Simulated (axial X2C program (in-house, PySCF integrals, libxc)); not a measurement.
# Potential curves of BeCr, without spin–orbit coupling

Computed with an in-house relativistic program for diatomic molecules. Spin-free means the one-electron spin-free X2C Hamiltonian. Basis: Cr dyall-cv3z [9s10p6d3f2g], Be dyall-cv3z [8s8p3d1f] (cores contracted in-house); Gaussian nuclei, density fitting, unrestricted open shells. Masses: Cr 51.941 u, Be 9.012 u.

State: M_S = 3, Λ = 0 (beyond evenly filled blocks: 2 × σα, π+α, π-α, δ+α, δ-α). Energies in cm⁻¹ from the fragments at the same level (Cr + Be). Fits are polynomials in 1 − R0/R over 0.85 to 1.23 times the lowest point R0.

| R (Å) | MP2 | CCSD | CCSD(T) | PBE0 |
| --- | --- | --- | --- | --- |
| 2.1158 | -783 |  |  | -4152 |
| 2.2131 | -1926 | -1888 | -3024 | -5236 |
| 2.2861 | -2438 | -2418 | -3471 | -5697 |
| 2.3590 | -2722 | -2728 | -3702 | -5928 |
| 2.4320 | -2828 | -2870 | -3767 | -5981 |
| 2.5171 | -2784 | -2879 | -3691 | -5875 |
| 2.6022 | -2614 | -2771 | -3502 | -5639 |
| 2.7117 | -2281 | -2523 | -3158 | -5211 |
| 2.8454 | -1795 |  |  | -4588 |
| 3.0400 | -1088 |  |  | -3641 |

Correlated methods: 8 electrons correlated (number of frozen shells: Cr 3 s, 2 p; Be 1 s), 242 virtual spin orbitals or spinors in MP2, 90 natural virtuals in coupled cluster.

Occupations by symmetry block were frozen at the best pattern of an incomplete PBE0 search. De is counted from the lowest determinant-based energies of the atoms at the same level, without counterpoise correction. Coupled cluster ran in a truncated set of natural virtual spinors; the MP2 energy of the rest was added. (T) has no such correction and the atoms are truncated less, which lowers De at CCSD(T) by a hundredth of an eV or more. Other states lie close and PBE0, whose exact exchange favours high spin, may order them wrongly; the determinant shown need not be the ground state. The nearest other spin-free determinant of the search, M_S = 2, Λ = 0, lies 0.63 eV up at the distance of the search. The determinant is spin-polarised beyond a pure state at some levels (its spin-free form has ⟨S²⟩ too high), which makes Re and μ there less reliable. The T1 diagnostic is large, a sign of multireference character. Coupled cluster ran on the points near the minimum only. MP2 and coupled cluster on one determinant become unreliable at the stretched end.

Q: Fit the MP2 curve near its minimum: give the equilibrium distance, the harmonic wavenumber and the well depth.

A: At MP2, spin-free: Re = 2.450 Å, ωe ≈ 320 cm⁻¹, De = 0.35 eV to Cr + Be; Be follows as 0.366 cm⁻¹.

Q: Fit the CCSD curve near its minimum: give the equilibrium distance, the harmonic wavenumber and the well depth.

A: At CCSD, spin-free: Re = 2.479 Å, ωe ≈ 291 cm⁻¹, De = 0.36 eV to Cr + Be; Be follows as 0.357 cm⁻¹.

Q: What are Re, ωe and De at the CCSD(T) level?

A: At CCSD(T), spin-free: Re = 2.431 Å, ωe ≈ 318 cm⁻¹, De = 0.47 eV to Cr + Be; Be follows as 0.372 cm⁻¹.

Q: Fit the PBE0 curve near its minimum: give the equilibrium distance, the harmonic wavenumber and the well depth.

A: At PBE0, spin-free: Re = 2.421 Å, ωe ≈ 340 cm⁻¹, De = 0.74 eV to Cr + Be; Be follows as 0.374 cm⁻¹.
